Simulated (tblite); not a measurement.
Task: What does the GFN2-xTB structure of InChI=1S/C6H9NO2S/c1-7-4-6-2-3-10(8,9)5-6/h2H,1,3-5H2 look like in three dimensions?

Result: 
Z-matrix in Å and degrees, rows numbered from 1:
```
C 
N   1  1.2492
C   2  1.4376  1  120.32
C   3  1.5037  2  108.59  1   118.45
C   4  1.3302  3  124.40  2  -121.19
C   5  1.4810  4  117.66  3   176.07
S   6  1.8361  5  100.91  4   -19.85
O   7  1.4370  6  111.13  5   140.82
O   7  1.4337  6  109.73  5   -87.48
C   4  1.4852  3  118.53  2    54.30
H   1  1.0795  2  118.36  3  -179.27
H   1  1.0958  2  124.50  3     1.23
H   3  1.1015  2  113.08  1    -4.09
H   3  1.0960  2  106.72  1  -124.18
H   5  1.0791  4  122.59  3    -1.48
H   6  1.0873  5  114.14  4    93.74
H   6  1.0856  5  113.37  4  -138.55
H  10  1.0869  4  113.73  3    89.84
H  10  1.0860  4  112.21  3   -37.18
```

The 2 C–N bonds span 1.249 Å (C1=N2, drawn double) to 1.438 Å (N2–C3, drawn single), a spread of 0.189 Å. The C–C distances run from 1.330 Å (C4=C5, drawn double) to 1.504 Å (C3–C4, drawn single), a spread of 0.174 Å. S7 (sulfonyl sulfur) has angles from 94.4° to 117.5°. The 5-membered ring C4–C5–C6–S7–C10 has internal angles of 94.4° to 117.7°; it is puckered, 0.15 Å rms from its mean plane, widest ring torsion 26°.

Structure optimised with GFN2-xTB, isolated species.

Point group: C1 (no symmetry element, even within 0.4 Å). Its GFN2-xTB frequencies are all real (lowest 30 cm⁻¹). One conformer, not necessarily the lowest (C1–N2–C3–C4 118°, N2–C3–C4–C5 -121°, C4–C5–C6–S7 -20°, C5–C6–S7–O8 141°, C6–S7–C10–C4 -26°, C3–C4–C10–S7 -157°).

All values are computed, not measured.
